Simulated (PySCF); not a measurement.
Input for PySCF: U-B3LYP/6-31G* on BeClH (SMILES [BeH][Cl]), a point of a bond scan (R = 4.233 Å).

```python
from pyscf import gto, scf, dft, mp
from pyscf.data.elements import chemcore

mol = gto.M(
    atom='''
    Be   -0.00000000   -0.00000000   -1.33527396
    H     0.00000000    0.00000000   -5.56782071
    Cl    0.00000000    0.00000000    0.47053180
    ''',
    basis='6-31g*',
    cart=True,
    charge=0, spin=0, verbose=3, max_memory=1800)
mf = dft.UKS(mol, xc='b3lyp')
mf.conv_tol = 1e-8
mf.max_cycle = 100
mf.init_guess_breaksym = True
mf.kernel()
if not mf.converged:
    mf = mf.newton().run(mf.mo_coeff, mf.mo_occ)
for _ in range(4):
    mo, _, stable, _ = mf.stability(return_status=True)
    if stable:
        break
    mf.kernel(mf.make_rdm1(mo, mf.mo_occ))
```

The log:

```
converged SCF energy = -475.402241185016  <S^2> = 7.909037e-09  2S+1 = 1
<class 'pyscf.dft.uks.UKS'> wavefunction has an internal instability
converged SCF energy = -475.457267139103  <S^2> = 0.9908108  2S+1 = 2.2278337
<class 'pyscf.dft.uks.UKS'> wavefunction is stable in the internal stability analysis
```

The calculation finished and met its thresholds. Its determinant has ⟨S²⟩ = 0.99, a mixture of spin states.

Cost: roughly 40 core-seconds.
